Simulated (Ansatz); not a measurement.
This Ansatz (an electronic-structure program) input (B2PLYP/def2-QZVPP) gives -168.10653 Eh with 171 basis functions. A basis named .json is the Basis Set Exchange file of that set (core-valence sets with the plain set on hydrogen).

Ansatz 0.2 input:
```yaml
crystal:
  periodic: [false, false, false]
  atoms:
    - {symbol: N, position_ang: [-0.00000000, -0.00000000, -1.25788698]}
    - {symbol: C, position_ang: [-0.00000000, -0.00000000, -0.07148933]}
    - {symbol: O, position_ang: [0.00000000, 0.00000000, 1.15426811]}
basis:
  gaussian:
    orbitals: def2-QZVPP.json
hamiltonian:
  xc: {name: B2PLYP}
total_charge: -1
magnetization: {spin_polarized: false}
correlation: {electrons: outside_noble_gas}
```

Change:
```diff
- orbitals: def2-QZVPP.json
+ orbitals: 6-311G__.json
```

Problem. What does the run give now?

Solution. -168.02068 Eh (B2PLYP/6-311G**, 54 functions), a change of +85.85 mEh.
